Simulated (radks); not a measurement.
Species: As. Configuration: [Ar] 3d10 4s2 4p2.5 5p0.5 (fractional occupations, a model configuration).

All-electron calculation, scalar-relativistic Kohn-Sham, PBE, spin-polarised, spherical densities, point nucleus; open shells are filled with parallel spins first. Program: a radial shooting solver on a logarithmic mesh with Libxc functionals.

Energy parts (hartree):
total: -2260.74696
kinetic: 2304.29682
electron-nucleus: -5445.94673
Hartree: 964.47131
exchange-correlation: -83.56835

Orbitals (lengths in bohr, moments of r in powers of bohr):
orbital	occ.	eigenvalue (hartree)	<r^2>
1s up	1	-430.7913	0.002786
1s down	1	-430.7875	0.002786
2s up	1	-54.74208	0.04848
2s down	1	-54.74050	0.04848
2p up	3	-48.01396	0.03846
2p down	3	-48.01067	0.03846
3s up	1	-7.09992	0.4126
3s down	1	-7.09506	0.4123
3p up	3	-5.01924	0.4480
3p down	3	-5.01361	0.4472
3d up	5	-1.60183	0.5861
3d down	5	-1.59279	0.5764
4s up	1	-0.66019	4.190
4s down	1	-0.58214	4.172
4p up	2.5	-0.30643	6.720
4p down	0	-0.22696	7.136
5s up	0	-0.06397	55.89
5p up	0.5	-0.03159	114.1
4d up	0	-0.01436	150.2

The highest occupied level is 5p up at -0.860 eV. The configuration is held as typed, so some empty levels lie below it. The density falls to 0.001 e/bohr^3 at r = 4.16 bohr. Spin moment in Bohr magnetons: 3. Summed over all electrons, <r^2> = 91.85 bohr^2, which gives a Langevin (diamagnetic) susceptibility term of -72.7 x 10^-6 cm^3/mol.
